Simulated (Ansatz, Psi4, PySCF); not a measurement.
C$_{4}$H$_{14}$OSi$_{2}$, charge -1, doublet, at a GFN2-xTB geometry (a state made from the parent by changing its charge; the spin is typed, not shown lowest) (in this run its highest filled SCF level lies above zero, so its values depend strongly on the basis, on diffuse functions most of all). Base run: B3LYP5/STO-3G run with PySCF.

Here is a job for PySCF.
```python
from pyscf import gto, scf, dft

mol = gto.Mole()
mol.atom = '''
    C     2.02132192    1.63145854    0.21056039
    Si    2.05165419   -0.21747853    0.68137268
    C     2.05606240   -1.45971733   -0.76754961
    O    -0.14046649   -0.21625044    0.57933165
    Si   -1.64043576   -0.02514114    0.23950010
    C    -2.09452933    1.69651397   -0.47741484
    C    -2.33141281   -1.27747502   -1.03979148
    H     1.02815675    1.93124373   -0.11045888
    H     2.28468350    2.23716642    1.07463572
    H     2.72548174    1.87259649   -0.58366520
    H     1.73070312   -0.65297435    2.04152332
    H     2.36625027   -2.44087879   -0.41520266
    H     2.73805131   -1.16871338   -1.56438769
    H     1.06069233   -1.56152446   -1.19001985
    H    -2.52998837   -0.17721210    1.43415544
    H    -1.58516781    1.88451491   -1.42080602
    H    -3.16281873    1.80890438   -0.65447385
    H    -1.79329344    2.48207662    0.21263964
    H    -2.17206538   -2.29593493   -0.69236560
    H    -1.83334353   -1.18461248   -2.00297615
    H    -3.39932081   -1.15265428   -1.21029679
'''
mol.basis = 'sto-3g'
mol.charge = -1
mol.spin = 1
mol.verbose = 4
mol.build()

mf = dft.UKS(mol)
mf.xc = 'b3lyp5'
mf.kernel()
```

The same geometry, method and basis name were run in Ansatz (a first-principles code) and Psi4 and PySCF, at each program's defaults and at the settings that a row names. The base is PySCF at its defaults. Differences at the defaults can come from grids, fitting, cores and function types together.

```json
[
 {"code and settings": "PySCF, defaults (exact integrals, its default grid, spherical functions)", "ΔE vs base (µEh)": "0.0", "basis functions": "57", "E (Eh)": "-804.98024", "SCF cycles": "11"},
 {"code and settings": "Psi4, defaults (density fitting with its default set, its default grid, spherical functions)", "ΔE vs base (µEh)": "-2813", "basis functions": "57", "E (Eh)": "-804.98305", "SCF cycles": "9"},
 {"code and settings": "Ansatz, defaults (factorised integrals, its default grid, spherical functions)", "ΔE vs base (µEh)": "-2.1", "basis functions": "57", "E (Eh)": "-804.98024", "SCF cycles": "-"},
 {"code and settings": "PySCF, density fitting with def2-universal-jkfit", "ΔE vs base (µEh)": "-2809", "basis functions": "57", "E (Eh)": "-804.98305", "SCF cycles": "11"},
 {"code and settings": "PySCF, fine grid", "ΔE vs base (µEh)": "-3.0", "basis functions": "57", "E (Eh)": "-804.98024", "SCF cycles": "11"},
 {"code and settings": "Psi4, exact integrals, spherical functions, fine grid", "ΔE vs base (µEh)": "-3.9", "basis functions": "57", "E (Eh)": "-804.98024", "SCF cycles": "13"},
 {"code and settings": "Ansatz, high accuracy", "ΔE vs base (µEh)": "-4.2", "basis functions": "57", "E (Eh)": "-804.98024", "SCF cycles": "-"}
]
```

Open shells are given as the SCF converged; they aren't shown to be the lowest states, and a large step between rows can be another state.
